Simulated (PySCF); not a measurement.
Cl3FTi, SMILES [F][Ti]([Cl])([Cl])[Cl], multiplicity 1.

Coordinates come from a ωB97X-D3(BJ)/def2-SVP optimisation. The spin state was assumed, not searched.

Two levels are set side by side: PBE/def2-TZVP (PySCF) and M06-2X/def2-TZVP (PySCF). Same geometry, gas phase. Differences are taken from unrounded values.

```csv
quantity,PBE
orbital gap (eV),3.88
highest occupied level (eV),-8.27
lowest empty level (eV),-4.39
dipole moment (D),0.18
mean polarisability (bohr³),73.4
```

Question: These are the PBE values. What does M06-2X give? (The exact figures need the calculation; the answer reports its results.)

Answer: 
```
quantity                     M06-2X  PBE minus M06-2X
---------------------------  ------  ----------------
orbital gap (eV)               8.48             -4.60
highest occupied level (eV)  -10.97              2.70
lowest empty level (eV)       -2.48             -1.91
dipole moment (D)              0.32             -0.14
mean polarisability (bohr³)    69.0               4.4
```

PBE's occupied levels lie high since its potential decays too fast outside the molecule; exact exchange lowers them and widens the gap. Loosely held outer electrons make PBE densities more polarisable. Differences between two approximate levels are no errors against the true value.

Rough cost on one machine, each run with all the roots and properties that it gave: M06-2X against PBE about 3 times.
